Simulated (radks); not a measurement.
All-electron atom: Nb XXXIX in [He] 2s1 (the NIST ground configuration).

All-electron calculation, scalar-relativistic Kohn-Sham, PBE, spin-polarised, spherical densities, finite nucleus; open shells are filled with parallel spins first (spin-orbit coupling, left out, can overturn this in heavy ions); Fermi nuclear charge, rms radius 4.324 fm. Program: a radial shooting solver on a logarithmic mesh with Libxc functionals.

Energy parts (eV):
total: -51518.326
kinetic: 53890.582
electron-nucleus: -106576.071
Hartree: 1982.477
exchange-correlation: -815.314

Orbitals (lengths in bohr, moments of r in powers of bohr; r(max) is where P^2 peaks; r(90%) holds 90 % of the orbital's charge):
| orbital | occ. | eigenvalue (eV) | <1/r> | r(90%) | <r^4> | r(max) |
|---|---|---|---|---|---|---|
| 1s up | 1 | -22201.05 | 42.58 | 0.0642 | 7.712e-06 | 0.02343 |
| 1s down | 1 | -22188.85 | 42.58 | 0.0642 | 7.698e-06 | 0.02344 |
| 2s up | 1 | -5369.572 | 10.37 | 0.224 | 0.001039 | 0.1269 |

The highest occupied level is 2s up at -5369.6 eV. Summed over all electrons, <r^2> = 0.02855 bohr^2, which gives a Langevin (diamagnetic) susceptibility term of -0.0226 x 10^-6 cm^3/mol. The electron density at the nucleus is 7.98e+04 e/bohr^3 (large components only).
